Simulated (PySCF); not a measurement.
These are TPSSh-D3(BJ)/def2-TZVP // PBE-D3(BJ)/def2-SVP in PySCF values and carry that method's errors. Gas-phase values, no solvent. 

Reference species: [Cd(Cl)2] (neutral, multiplicity 1).

```yaml
LUMO: -2.71 eV
HOMO: -8.15 eV
charge on the central atom (Mulliken): 0.81 e
```

Changed species: [Cd(Br)2] (2 of 2 Cl replaced by Br; the reference has 0 of 2 Cl replaced by Br).

### Question
Give the shifts of the LUMO, HOMO and charge on the central atom (Mulliken).

### Answer
the LUMO falls by 0.06 eV, to -2.77 eV; the HOMO increases by 0.43 eV, to -7.72 eV; the charge on the central atom (Mulliken) falls by 0.08 e, to 0.73 e.
